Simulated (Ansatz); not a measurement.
Cartesian coordinates (Å):
```xyz
4

F     -0.7423    -1.0629     0.0093
B      0.0420    -0.0041    -0.0006
F     -0.5228     1.1864     0.0078
H      1.2231    -0.1194    -0.0165
```
Charge +1, spin multiplicity 2.

Computed with frozen-core CCSD(T)/cc-pVQZ // B3LYP-D3(BJ)/def2-TZVP in Ansatz (a first-principles code). The geometry is that of the parent before the electron was removed.

```json
{
  "HF energy": "-223.85232 Ha",
  "MP2 correlation energy": "-0.64188 Ha"
}
```

Estimate the CCSD correlation energy, the (T) correction, the total energy and the T1 diagnostic.


```json
{
  "CCSD correlation energy": "-0.63940 Ha",
  "(T) correction": "-0.02494 Ha",
  "CCSD(T) total energy": "-224.51666 Ha",
  "T1 diagnostic": "0.031"
}
```
